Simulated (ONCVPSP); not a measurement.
# P (Z = 15): one change to an ONCV potential, before and after

ONCVPSP 4.0.1 input, shortened (lines: element, Z, core and valence counts, functional; n l f; lmax; l rc ep ncon nbas qcut; lloc lpopt rc5 dvloc0; l nproj debl; icmod fcfact rcfact), PBEsol, non-relativistic:

```
  P 15.00    3    2  -116133      upf
    1    0    2.00
    2    0    2.00
    2    1    6.00
    3    0    2.00
    3    1    3.00
    2
    0    1.60    0.00    4    7    4.20
    1    1.75    0.00    3    6    3.80
    2    1.40    0.28    5   10    6.70
    4    5    1.15    6.00
    0    2    2.80
    1    1    3.80
    2    1    1.90
    3    4.50    1.80
```

All-electron outer shells of the reference configuration (PBEsol, non-relativistic, ld1.x):

| shell | level (eV) | outermost node (bohr) | outermost maximum (bohr) |
| --- | --- | --- | --- |
| 2s | -172.64 | 0.14 | 0.42 |
| 2p | -124.35 | – | 0.36 |
| 3s | -13.84 | 0.66 | 1.58 |
| 3p | -5.49 | 0.64 | 1.83 |

Change: p: rc 2.38.

Cutoffs: the cutoffs (Ha) at which the residual kinetic energy of the hardest occupied pseudo-wave falls to 1 and 0.1 mHa per electron; they do not see the model core or the augmentation charge, which bear on the density cutoff. Errors are all-electron minus pseudo energies relative to the spin-unpolarised reference configuration.

Task: Predict the effect on cutoff, ghosts and configuration errors.

Result: The potential gets neither clearly harder nor softer (11 Ha and 39 Ha → 11 Ha and 39 Ha); of the 4 tests that both files solve, the error grows in 2 and shrinks in 2 by more than 15 % and 0.3 meV (median size 8.3 → 11.3 meV); neither file shows a bound ghost.

| quantity | base | changed |
| --- | --- | --- |
| cutoff, loose | 11 Ha | 11 Ha |
| cutoff, tight | 39 Ha | 39 Ha |
| loose cutoff by channel | s 11 Ha, p 4.4 Ha | s 11 Ha, p 4.6 Ha |
| bound ghosts | none | none |
| GHOST(+) flags under 300 eV | s at 203.7 eV | s at 203.7 eV |
| error for 3s2 3p2, meV [ΔE 9.71 eV] | +1.7 | +0.7 |
| error for 3s2 3p1, meV [ΔE 28.83 eV] | -13 | -21 |
| error for 3s2 3p0, meV [ΔE 58.55 eV] | -131 | -169 |
| error for 3s1 3p4, meV [ΔE 8.42 eV] | -4.1 | -1.5 |
| s: phases at 1.62 bohr within 0.05 rad from the reference energy up to (Ha; the scan ends near 5) | 4.8 | 4.8 |
| d: phases at 1.42 bohr within 0.05 rad from the reference energy up to (Ha; the scan ends near 5) | 4.8 | 4.8 |
| rms error of d²Exc/dni dnj with the model core, mHa | 4.55 | 4.55 |
